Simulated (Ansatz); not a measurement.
## How basis sets differ on AlF3 (SMILES F[Al](F)F)

AlF3, singlet, SMILES `F[Al](F)F`. Each level relaxes the structure for itself.

Quantity: the zero-point energy at each level's own minimum, in kJ/mol. The values are calculated.

```json
{"level": "HF/STO-3G", "kind": "Hartree–Fock", "program": "Ansatz", "value (kJ/mol)": "23.1"}
{"level": "HF/3-21G", "kind": "Hartree–Fock", "program": "Ansatz", "value (kJ/mol)": "22.6"}
{"level": "HF/6-31G* (Cartesian functions)", "kind": "Hartree–Fock", "program": "Ansatz", "value (kJ/mol)": "22.0"}
{"level": "HF/cc-pVTZ", "kind": "Hartree–Fock", "program": "Ansatz", "value (kJ/mol)": "21.4"}
```

Harmonic and unscaled. The values span 21.4 to 23.1 kJ/mol.
